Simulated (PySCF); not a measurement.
Calculation: PBE-D3(BJ)/def2-TZVP // PBE0-D3(BJ)/def2-SVP in PySCF. Gas-phase values, no solvent. One relaxed conformer stands for a flexible species; it need not be the lowest. Excitations are Tamm–Dancoff values on a coarser integration grid. The basis has no diffuse functions, so Rydberg states are missing or too high.

Reference species (SMILES): `Oc1c(B)c2-c(ccccc2)c1` (neutral, multiplicity 1).

- HOMO–LUMO gap: 2.50 eV
- T1 excitation (TDA): 2.22 eV
- HOMO: -5.47 eV

Changed species: `Bc1c2-c(cc(cc1)O)ccc2`.

**Question.** Predict the effect on the HOMO–LUMO gap, T1 excitation (TDA) and HOMO.

**Answer.** the HOMO–LUMO gap drops by 1.18 eV, to 1.32 eV; the T1 excitation (TDA) falls by 1.05 eV, to 1.17 eV; the HOMO rises by 0.61 eV, to -4.86 eV.
